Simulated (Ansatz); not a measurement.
C$_{3}$H$_{5}$BO, SMILES `BC1=CCO1`. The species carries charge 0 and has multiplicity 1.

Z-matrix (Å, degrees):
```
C
O 1 1.448
C 1 1.971 2 45.2
C 1 1.491 2 88.4 3 0.0
H 1 1.093 2 111.2 3 -118.3
H 1 1.093 2 111.2 3 118.3
B 3 1.523 2 126.9 1 180.0
H 4 1.078 1 136.4 2 180.0
H 7 1.193 3 121.3 2 0.0
H 7 1.194 3 117.6 2 -180.0
```

(1) Give the diagnostics of a CCSD(T)/def2-TZVPP run (frozen core, the Gaussian-basis code of Ansatz). (An estimate is asked.)

Results:

(1) Ansatz gave: T1 = 0.0143, largest single amplitude 0.028, largest double 0.067, (T) share of the correlation energy 4.4 %, 11 CCSD cycles. The RHF solution is unstable towards an unrestricted one. T1 lies under the customary mark of 0.02 for closed shells.
